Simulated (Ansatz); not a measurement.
CH5NS2W, SMILES `[CH3][W]([NH2])(=[S])=[S]`. Total charge 0; spin multiplicity 1. W: def2 effective core potential. All single points use the PBE0-D4/def2-TZVP geometry. It is one conformer, not always the lowest.

```xyz
10

C     0.707    1.194    0.689
W    -0.184   -0.065   -0.746
N    -0.741   -1.645    0.189
S    -1.831    1.030   -1.522
S     1.339   -0.472   -2.172
H     1.048    2.118    0.217
H    -0.021    1.443    1.467
H     1.566    0.691    1.141
H    -0.199   -2.498    0.216
H    -1.684   -1.795    0.520
```

(1) What is the dipole moment at PBE/def2-TZVPP? (Best estimate.)

(2) And with r2SCAN, B3LYP, ωB97M-V? (Estimate.)

(3) Give the Mulliken charges with PBE, r2SCAN, ωB97M-V in def2-TZVPP. (Estimate.)

Answers

(1) Computed: 3.84 D, with components (-0.38, -2.17, 3.14) D in this frame, pointing from negative to positive charge.

(2) Ansatz gave: r2SCAN 3.98 D, B3LYP 3.85 D, ωB97M-V 3.86 D.

(3) Computed: 
```csv
atom,PBE,r2SCAN,ωB97M-V
C1,-0.43,-0.40,-0.54
W2,0.52,0.68,0.56
N3,-0.38,-0.44,-0.37
S4,-0.22,-0.26,-0.19
S5,-0.22,-0.26,-0.19
H6,0.13,0.10,0.15
H7,0.12,0.09,0.14
H8,0.12,0.09,0.14
H9,0.19,0.19,0.16
H10,0.19,0.19,0.16
```

B3LYP here is the variant with VWN-RPA as its local correlation; programs differ in this.
